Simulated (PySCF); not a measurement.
Gas-phase reaction: 2 GeHCl3 = 2 GeCl2 + 2 H + Cl2

Method: PySCF energies plus ideal-gas RRHO corrections (1 bar). † marks an energy on the PBE0/def2-TZVP geometry and frequencies; other levels use their own. MP2 and CCSD(T) freeze the core. 6-31G* has spherical d functions here. Open shells (unrestricted): H (multiplicity 2); the rest are closed-shell singlets. B3LYP is the form with VWN-RPA correlation. Ge: all electrons, no relativistic terms. MP2 isn't extrapolated to the basis-set limit; its ΔH°(298 K) is 879.7 kJ in def2-SVP and 878.1 kJ in def2-TZVPP. CCSD(T) isn't extrapolated to the basis-set limit; its ΔH°(298 K) is 856.3 kJ in def2-SVP and 867.5 kJ in def2-TZVPP. The harmonic model lacks anharmonicity and excited electronic states, which grow with temperature; levels with a mode under 35 cm⁻¹ are left out.

```tsv
level	ΔE electronic, kJ	ΔH°(298 K), kJ	ΔS°(298 K), J/K	ΔG°(2500 K), kJ
B3LYP/6-31G*	804	767	384	-193
BLYP/def2-TZVP†	743	706	384	-256
CCSD(T)/def2-SVP†	894	856	384	-105
CCSD(T)/def2-TZVPP†	905	867	384	-94
HF/6-31G*	797	756	389	-222
MP2/def2-TZVPP†	915	878	384	-83
PBE/def2-SVP	816	780	383	-176
PBE/def2-TZVP†	794	757	384	-204
PBE0/def2-SVP†	875	838	384	-124
r2SCAN/def2-TZVP†	878	841	384	-120
LDA/def2-TZVP†	905	868	384	-93
```
ΔH° is lowest at BLYP/def2-TZVP† and highest at MP2/def2-TZVPP†. No reference value is set beside these.
